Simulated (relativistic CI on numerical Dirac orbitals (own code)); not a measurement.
# Pr XLII: computed level list

Method of calculation: Dirac-Coulomb-Breit CI, separate exchange-only KLI orbitals for each configuration, model QED, unscaled Slater integrals (own radial code, finite nucleus).

Configurations in the expansion (outside the closed core [Ne]): 3s2 3p6, 3s2 3p5 3d, 3s 3p6 3d, 3s2 3p5 4s, 3s2 3p5 4p, 3s2 3p5 4d, 3p6 3d 4p, 3s 3p6 4s, 3p6 3d2, 3p5 3d3, 3p5 3d2 4s, 3p5 3d2 4p, 3p5 3d2 4d, 3p6 3d 4s, 3p5 3d 4s2, 3p5 3d 4s 4p, 3p5 3d 4s 4d. Double excitations out of closed p, d and f shells are left out; levels of such configurations are missing from the list, as are those of other unlisted configurations, and high levels can miss mixing partners.

```tsv
No.	Configuration	Term	J	E (eV)	%	Landé g	jj configuration (%)
1	3s2 3p6	1S	0	0.00	100		closed (100)
2	3s2 3p5 3d	3P°	0	176.10	100		3p3/2^3 3d3/2 (100)
3	3s2 3p5 3d	3P°	1	183.09	77	1.259	3p3/2^3 3d3/2 (91)
4	3s2 3p5 3d	3F°	3	188.31	59	1.066	3p3/2^3 3d3/2 (100)
5	3s2 3p5 3d	3D°	2	191.07	53	1.091	3p3/2^3 3d3/2 (98)
6	3s2 3p5 3d	3F°	4	209.28	100	1.243	3p3/2^3 3d5/2 (100)
7	3s2 3p5 3d	1D°	2	213.07	47	1.189	3p3/2^3 3d5/2 (98)
8	3s2 3p5 3d	3D°	3	222.13	68	1.222	3p3/2^3 3d5/2 (100)
9	3s2 3p5 3d	3D°	1	242.52	47	0.845	3p3/2^3 3d5/2 (83)
10	3s2 3p5 3d	3F°	2	302.47	70	0.770	3p1/2 3p3/2^4 3d3/2 (100)
11	3s2 3p5 3d	3D°	2	329.92	41	1.253	3p1/2 3p3/2^4 3d5/2 (99)
12	3s2 3p5 3d	3F°	3	333.63	40	1.106	3p1/2 3p3/2^4 3d5/2 (100)
13	3s2 3p5 3d	1P°	1	335.67	63	0.875	3p1/2 3p3/2^4 3d3/2 (91)
14	3s 3p6 3d	3D	1	458.65	100	0.492	3s 3d3/2 (100)
15	3s 3p6 3d	3D	2	462.86	81	1.127	3s 3d3/2 (95)
16	3s 3p6 3d	3D	3	485.11	100	1.326	3s 3d5/2 (100)
17	3s 3p6 3d	1D	2	496.39	81	1.025	3s 3d5/2 (94)
18	3p6 3d2	3F	2	929.45	80	0.737	3d3/2^2 (98)
19	3p6 3d2	3P	0	946.61	79		3d3/2^2 (96)
20	3p6 3d2	3F	3	953.22	100	1.076	3d3/2 3d5/2 (100)
21	3p6 3d2	3P	2	962.04	48	1.181	3d3/2 3d5/2 (98)
22	3p6 3d2	1G	4	963.13	52	1.113	3d3/2 3d5/2 (91)
23	3p6 3d2	3P	1	965.21	100	1.494	3d3/2 3d5/2 (100)
24	3p6 3d2	3F	4	984.53	52	1.123	3d5/2^2 (91)
25	3p6 3d2	3P	2	990.16	50	1.227	3d5/2^2 (99)
26	3p6 3d2	1S	0	1010.64	79		3d5/2^2 (96)
27	3p5 3d3(4F)	5F°	2	1104.77	28	1.110	3p3/2^3 3d3/2^3 (89)
28	3p5 3d3(4F)	5D°	1	1106.67	38	0.965	3p3/2^3 3d3/2^3 (82)
29	3p5 3d3(4F)	5D°	0	1110.36	73		3p3/2^3 3d3/2^3 (80)
30	3p5 3d3(4F)	5G°	3	1113.16	22	1.062	3p3/2^3 3d3/2^3 (82)
31	3p5 3d3(4F)	5D°	3	1123.38	34	1.294	3p3/2^3 3d3/2^2 3d5/2 (81)
32	3p5 3d3(4F)	5F°	4	1126.49	36	1.230	3p3/2^3 3d3/2^2 3d5/2 (88)
33	3p5 3d3(4P)	5S°	2	1127.31	38	1.681	3p3/2^3 3d3/2^2 3d5/2 (86)
34	3p5 3d3(2G)	3F°	2	1129.56	40	1.050	3p3/2^3 3d3/2^2 3d5/2 (93)
35	3p5 3d3(4F)	5D°	1	1131.20	40	0.882	3p3/2^3 3d3/2^2 3d5/2 (92)
36	3p5 3d3(4F)	5G°	5	1132.62	32	1.208	3p3/2^3 3d3/2^2 3d5/2 (83)
37	3p5 3d3(4F)	3G°	3	1133.76	41	1.018	3p3/2^3 3d3/2^2 3d5/2 (91)
38	3p5 3d3(2G)	3F°	4	1134.60	34	1.187	3p3/2^3 3d3/2^2 3d5/2 (88)
39	3p5 3d3(2G)	3H°	6	1135.39	45	1.154	3p3/2^3 3d3/2^2 3d5/2 (92)
40	3p5 3d3(4P)	3P°	0	1136.74	52		3p3/2^3 3d3/2^2 3d5/2 (78)
41	3p5 3d3(4F)	3G°	4	1139.46	34	1.101	3p3/2^3 3d3/2^2 3d5/2 (87)
42	3p5 3d3(4P)	5D°	3	1140.98	22	1.194	3p3/2^3 3d3/2^2 3d5/2 (91)
43	3p5 3d3(4P)	3D°	2	1141.62	30	1.207	3p3/2^3 3d3/2^2 3d5/2 (90)
44	3p5 3d3(2P)	3S°	1	1142.26	35	1.647	3p3/2^3 3d3/2^2 3d5/2 (91)
45	3p5 3d3(2G)	3G°	5	1145.84	36	1.128	3p3/2^3 3d3/2^2 3d5/2 (85)
46	3p5 3d3(4P)	5D°	4	1149.97	50	1.265	3p3/2^3 3d3/2^2 3d5/2 (54)
47	3p5 3d3(4F)	3G°	4	1153.12	28	1.172	3p3/2^3 3d3/2 3d5/2^2 (70)
48	3p5 3d3(4P)	3P°	2	1154.03	30	1.338	3p3/2^3 3d3/2 3d5/2^2 (70)
49	3p5 3d3(4F)	5F°	5	1154.76	28	1.185	3p3/2^3 3d3/2 3d5/2^2 (78)
50	3p5 3d3(4F)	3D°	2	1156.00	42	1.147	3p3/2^3 3d3/2^2 3d5/2 (50)
51	3p5 3d3(4F)	5G°	6	1156.82	52	1.178	3p3/2^3 3d3/2 3d5/2^2 (85)
52	3p5 3d3(2D)	3D°	3	1159.97	39	1.307	3p3/2^3 3d3/2 3d5/2^2 (56)
53	3p5 3d3(2H)	3G°	3	1161.28	25	1.138	3p3/2^3 3d3/2 3d5/2^2 (74)
54	3p5 3d3(2D)	3P°	1	1161.45	45	1.073	3p3/2^3 3d3/2^2 3d5/2 (56)
55	3p5 3d3(2G)	3F°	2	1161.77	34	1.081	3p3/2^3 3d3/2 3d5/2^2 (59)
56	3p5 3d3(2H)	3H°	5	1162.14	33	1.127	3p3/2^3 3d3/2 3d5/2^2 (86)
57	3p5 3d3(2H)	3I°	7	1163.26	100	1.136	3p3/2^3 3d3/2 3d5/2^2 (100)
58	3p5 3d3(2P)	3P°	1	1163.54	45	1.277	3p3/2^3 3d3/2 3d5/2^2 (60)
59	3p5 3d3(2D)	3F°	4	1165.32	58	1.160	3p3/2^3 3d3/2 3d5/2^2 (81)
60	3p5 3d3(2G)	3F°	2	1165.68	26	1.027	3p3/2^3 3d3/2^2 3d5/2 (61)
61	3p5 3d3(2D)	3D°	3	1166.88	30	1.166	3p3/2^3 3d3/2 3d5/2^2 (68)
62	3p5 3d3(2H)	3G°	3	1168.40	49	1.035	3p3/2^3 3d3/2^2 3d5/2 (57)
63	3p5 3d3(2D)	3F°	4	1171.85	51	1.126	3p3/2^3 3d3/2 3d5/2^2 (91)
64	3p5 3d3(4P)	3D°	1	1172.17	63	0.788	3p3/2^3 3d3/2 3d5/2^2 (96)
65	3p5 3d3(2F)	3F°	3	1172.20	40	1.125	3p3/2^3 3d3/2 3d5/2^2 (77)
66	3p5 3d3(2H)	3H°	6	1172.75	68	1.108	3p3/2^3 3d3/2 3d5/2^2 (100)
67	3p5 3d3(2F)	3G°	5	1173.89	71	1.135	3p3/2^3 3d3/2 3d5/2^2 (94)
68	3p5 3d3(2F)	1G°	4	1174.50	39	1.115	3p3/2^3 3d3/2 3d5/2^2 (82)
69	3p5 3d3(2D)	3P°	0	1175.09	80		3p3/2^3 3d3/2 3d5/2^2 (80)
70	3p5 3d3(2F)	1D°	2	1177.96	47	0.992	3p3/2^3 3d3/2 3d5/2^2 (87)
```

Energies count from the lowest computed level; ° marks odd parity. Percentages are summed over parent terms; the parents shown are those of the largest component, closed shells are left out there. Filled j subshells are mostly left out of the jj labels.

The mean weight of the leading LS term, summed over parents, in these 70 levels is 54 %, and that of the leading jj configuration (from the same eigenvectors) 86 %, so jj coupling describes them better and the LS labels are nominal.

At this charge energies of transitions that change n are usually good to better than 1 %, and those within a shell (Δn = 0) to a few per cent.

LS names give the leading component of a level, which can be under half, so a name can repeat, a term be missing and a line seem to break the LS rules.
